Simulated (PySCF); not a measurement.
An unknown shows these calculated signals:

¹H NMR (300 MHz, computed): δ 6.48 (t, 1H), 5.60 (s, 2H), 4.75 (m, 2H), 2.64 (m, 2H), 1.98 (m, 2H), 1.06 (t, 3H), 0.71 (br s, 1H).

¹³C{¹H} NMR (computed): δ 159.0 (CH), 135.5 (C), 86.1 (CH2), 42.4 (CH2), 31.6 (CH2), 16.2 (CH3).

PySCF calculation with structure optimised with GFN2-xTB and PBE0/pcSseg-1 with gauge-including orbitals; no relativistic terms, no solvent, equivalent nuclei averaged, one conformer.

δ = σ(ref) − σ, references computed at the same level: ¹H (σref 31.72) and ¹³C (σref 186.93) against TMS.

**Question.** Which of these does the molecule contain: a CF3 group, a non-aromatic C=C double bond, an OH group, a benzene ring, an ester, a CH3CH2 unit?

**Answer.** 
- A CF3 group: no.
- A non-aromatic C=C double bond: yes.
- An OH group: yes (δH 0.71 (br s)).
- A benzene ring: no.
- An ester: no.
- A CH3CH2 unit: yes (δC 16.2, 31.6; δH 1.06 (t), 1.98 (m)).

The data belong to SMILES CC/C=C(/CCF)[SiH2]O, C$_{6}$H$_{13}$FOSi; they needn't prove each group on their own.

Carbon signals by region: 2 in the sp2 and nitrile region (100–160 ppm), 1 at 50–100 ppm, 3 below 50 ppm.

OH/NH shifts are gas-phase values; hydrogen bonding in solution moves them, usually downfield. Splittings by ¹⁹F in the carbon and heteronuclear signals aren't shown, as no couplings were computed. Shifts are as computed. Against solution values, carbons near 30 ppm lie about +3 ppm off and those near 130 ppm about +5 ppm. Of 1211 compounds with measured shifts, 218 miss one by over three times the rms of a fit or turn the order of signals round; such compounds aren't used in these exercises. No couplings were computed; multiplicities are counted from neighbouring protons, with m where these are inequivalent, close in shift, in a saturated or five-membered ring or joined by F or P, and br s for small geminal =CH2 splittings.
